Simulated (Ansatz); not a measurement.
# Telling isomers of C2H6FISi apart by their spectra

These gas-phase data were calculated for one isomer of C2H6FISi at B3LYP-D3(BJ)/def2-SVP (harmonic, unscaled wavenumbers; equilibrium rotational constants with average atomic masses):

```
rotational constants            : 2.794, 1.198, 0.8833 GHz
all wavenumbers above 1500 cm⁻¹ : 3119, 3110, 3080, 3032, 3025, 2262
```

Candidates:

(1) `C[Si](C)(F)I`, a singlet
(2) `CC[Si@H](F)I`, a singlet

Q: Which structure fits?

A: Candidate (2). The band at 2262 cm⁻¹ lies where the Si–H stretch is expected; (1) has no mode between 2000 and 2380 cm⁻¹.

The same quantities for all candidates:

```tsv
	rotational constants (GHz)	wavenumbers above 1500 cm⁻¹	E above the lowest, B3LYP-D3(BJ)/def2-SVP (kcal/mol)
(1)	3.344, 1.086, 1.058	3143, 3142, 3128, 3126, 3035, 3034	0.0
(2)	2.794, 1.198, 0.8833	3119, 3110, 3080, 3032, 3025, 2262	13.8
```

Harmonic stretches to hydrogen usually lie a few per cent above observed fundamentals. Each candidate is one conformer. Atoms past krypton carry core potentials. Programs: Ansatz 0.2.0.
